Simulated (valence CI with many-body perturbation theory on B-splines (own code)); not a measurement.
## Hyperfine factors and g values of Nd XXI

Calculated by relativistic CI+MBPT: four valence electrons over a frozen Dirac-Fock core [Kr], a basis of 7 s, 7 p, 8 d, 6 f, 4 g, 1 h functions for each j, with the one-electron correlation potential Σ1 (screened to all orders), the two-electron term Σ2, the three-electron term Σ3, Breit, model QED; selected single and double excitations, second order for the rest, scaled by the run's own slope (own B-spline code, finite nucleus).

No measured spectrum was set against this ion. As an estimate, terms of the open shell hold to 2 to 4 % of their energy, and close levels can change places. The list stops below the first excitations out of the core.

A/g_I is the dipole constant over the nuclear g factor μ/I (μ in nuclear magnetons, uniformly magnetised nucleus), B/Q the quadrupole constant per barn. Both hold the static response of the core; the bare values leave it out. Large factors of s and p1/2 electrons are usually good to 5 to 10 %; those of open d and f shells near neutrality can be off by tens of per cent, and small factors of p3/2, d and f electrons come from cancelling terms and can be off by a factor of two or in sign, in half-filled shells by more. B is blank for J = 1/2, where it vanishes, and for nearly pure S terms. Energies count from the lowest level. Levels with J = 0 are left out.

Levels are named by their leading jj configuration (3d3/2^4 stands for four electrons in 3d with j = 3/2), which in mixed levels can hold well under half, so a name can repeat and another be missing. Letters in brackets count levels of one name in rising energy.

| Level | E (cm⁻¹) | g | A/g_I (MHz) | A/g_I bare | B/Q (MHz/b) | B/Q bare |
| --- | --- | --- | --- | --- | --- | --- |
| (4d3/2^3 4d5/2) J=1 | 23325 | 1.498 | -666 | -84.3 | 2270 | 2150 |
| (4d3/2^3 4d5/2) J=2 | 38948 | 1.432 | 1620 | 2100 | 2360 | 2240 |
| (4d3/2^3 4d5/2) J=3 | 48280 | 1.375 | 3130 | 3520 | -137 | -146 |
| (4d3/2^3 4d5/2) J=4 | 49525 | 1.220 | 4740 | 4910 | -2340 | -2260 |
| (4d3/2^2 4d5/2^2) J=4 [a] | 73910 | 1.104 | 4610 | 4630 | -864 | -841 |
| (4d3/2^2 4d5/2^2) J=3 [a] | 82059 | 0.956 | 5260 | 5080 | 1360 | 1290 |
| (4d3/2^2 4d5/2^2) J=2 [a] | 83918 | 0.936 | 4440 | 4240 | 3810 | 3630 |
| (4d3/2^2 4d5/2^2) J=5 | 88845 | 1.078 | 5070 | 5050 | 4960 | 4710 |
| (4d3/2^2 4d5/2^2) J=1 | 92227 | 1.281 | 4420 | 4670 | -137 | -145 |
| (4d3/2^2 4d5/2^2) J=6 | 95458 | 1.103 | 5230 | 5250 | 5430 | 5150 |
| (4d3/2^2 4d5/2^2) J=4 [b] | 103150 | 1.027 | 5820 | 5730 | -2640 | -2500 |
| (4d3/2^2 4d5/2^2) J=2 [b] | 105560 | 1.163 | 4480 | 4580 | 1100 | 1040 |
| (4d3/2^2 4d5/2^2) J=3 [b] | 107070 | 1.170 | 5100 | 5210 | 2160 | 2050 |
| (4d3/2 4d5/2^3) J=4 [a] | 116090 | 1.179 | 3730 | 3860 | 1040 | 988 |
| (4d3/2 4d5/2^3) J=3 [a] | 125730 | 1.096 | 3600 | 3620 | 484 | 473 |
| (4d3/2^2 4d5/2^2) J=2 [c] | 128040 | 1.081 | 6560 | 6540 | 561 | 523 |
| (4d3/2 4d5/2^3) J=5 | 133720 | 1.152 | 4290 | 4370 | -3270 | -3120 |
| (4d3/2 4d5/2^3) J=1 [a] | 136000 | 0.746 | 6700 | 6240 | 2050 | 1940 |
| (4d3/2 4d5/2^3) J=6 | 137920 | 1.060 | 5090 | 5050 | 6990 | 6670 |
| (4d3/2^2 4d5/2^2) J=4 [c] | 144840 | 1.115 | 4160 | 4200 | 5240 | 4980 |
| (4d3/2^2 4d5/2^2) J=2 [d] | 149370 | 1.313 | 3570 | 3880 | -545 | -515 |
| (4d3/2 4d5/2^3) J=3 [b] | 157720 | 1.077 | 4850 | 4840 | 3960 | 3790 |
| (4d3/2^2 4d5/2^2) J=2 [e] | 161100 | 1.036 | 5520 | 5440 | 3700 | 3520 |
| (4d3/2 4d5/2^3) J=3 [c] | 183460 | 1.065 | 5390 | 5350 | 7160 | 6790 |
| (4d5/2^4) J=4 | 183540 | 1.096 | 4190 | 4200 | -497 | -460 |
| (4d3/2 4d5/2^3) J=1 [b] | 184750 | 1.470 | 476 | 1010 | -2820 | -2670 |
| (4d5/2^4) J=2 | 187240 | 1.026 | 5430 | 5340 | 1070 | 1020 |
| (4d3/2 4d5/2^3) J=4 [b] | 193470 | 1.097 | 5010 | 5020 | 1660 | 1590 |
| (4d3/2 4d5/2^3) J=2 | 226640 | 1.000 | 4820 | 4700 | -5300 | -5030 |

Problem. Take the isotope of mass number 143, with I = 7/2, μ = -1.065 μN and Q = -0.61 b. What is the hyperfine structure of (4d3/2^2 4d5/2^2) J=3 [a]?

Solution. From the table A = -1600 MHz, B = -827 MHz. Shifts from the centre of gravity in MHz: F = 1/2: 21200, F = 3/2: 18900, F = 5/2: 15100, F = 7/2: 9720, F = 9/2: 2640, F = 11/2: -6220, F = 13/2: -17000.
